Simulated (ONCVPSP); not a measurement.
**Logarithmic derivatives: arsenic, ONCV**

ONCVPSP 4.0.1 input, shortened (lines: element, Z, core and valence counts, functional; n l f; lmax; l rc ep ncon nbas qcut; lloc lpopt rc5 dvloc0; l nproj debl; icmod fcfact rcfact), PBE, scalar-relativistic:

```
  As 33.00    5    3        4      upf
    1    0    2.00
    2    0    2.00
    2    1    6.00
    3    0    2.00
    3    1    6.00
    3    2   10.00
    4    0    2.00
    4    1    3.00
    2
    0    1.45    0.00    4    9    5.10
    1    1.60    0.00    4    8    5.10
    2    0.90    0.00    4    8   13.70
    4    1    0.90    4.00
    0    2    1.10
    1    1    3.80
    2    2    2.90
    0    0.00    0.00
```

The phase is arctan(r·R′/R) of the radial function R(r), unwrapped; energies in Ha, scanned from -3 to 5 Ha. A pole is an energy at which the radial function vanishes at the test radius. The pseudo phase is shifted by a multiple of π to meet the all-electron one at the reference energy, and phase errors are pseudo minus all-electron; the curves can meet again beyond the range given. Levels narrower than the energy grid can be missing from the lists of poles.

```
channel  radius (bohr)  reference energy (Ha)  poles, all-electron  poles, pseudo  unbroken range about the reference energy with phases within 0.05 rad  phase error 1 Ha above the reference energy (rad)
      s           1.47                  -0.53                 3.83     1.30, 3.97                                                              below 1.3                                             -0.000
      p           1.62                  -0.19                 3.43           1.93                                                              below 1.1                                             -0.034
      d           0.91                  -1.49                 0.50           0.50                                                        the whole range                                             +0.000
```

Note: no bound ghost flagged; GHOST(+) flagged for s at 35.9 eV.

Phases in the d channel:

```json
{"E (Ha)": "-2.98", "all-electron": "-0.211", "pseudo": "-0.210"}
{"E (Ha)": "-2.54", "all-electron": "-0.575", "pseudo": "-0.575"}
{"E (Ha)": "-2.10", "all-electron": "-0.875", "pseudo": "-0.875"}
{"E (Ha)": "-1.66", "all-electron": "-1.094", "pseudo": "-1.094"}
{"E (Ha)": "-1.22", "all-electron": "-1.249", "pseudo": "-1.249"}
{"E (Ha)": "-0.78", "all-electron": "-1.362", "pseudo": "-1.362"}
{"E (Ha)": "-0.34", "all-electron": "-1.448", "pseudo": "-1.448"}
{"E (Ha)": "0.10", "all-electron": "-1.518", "pseudo": "-1.518"}
{"E (Ha)": "0.54", "all-electron": "-1.575", "pseudo": "-1.575"}
{"E (Ha)": "0.98", "all-electron": "-1.626", "pseudo": "-1.626"}
{"E (Ha)": "1.42", "all-electron": "-1.671", "pseudo": "-1.671"}
{"E (Ha)": "1.86", "all-electron": "-1.714", "pseudo": "-1.714"}
{"E (Ha)": "2.30", "all-electron": "-1.756", "pseudo": "-1.756"}
{"E (Ha)": "2.74", "all-electron": "-1.799", "pseudo": "-1.799"}
{"E (Ha)": "3.18", "all-electron": "-1.843", "pseudo": "-1.843"}
{"E (Ha)": "3.62", "all-electron": "-1.891", "pseudo": "-1.891"}
{"E (Ha)": "4.06", "all-electron": "-1.944", "pseudo": "-1.944"}
{"E (Ha)": "4.50", "all-electron": "-2.005", "pseudo": "-2.004"}
{"E (Ha)": "4.94", "all-electron": "-2.076", "pseudo": "-2.075"}
```
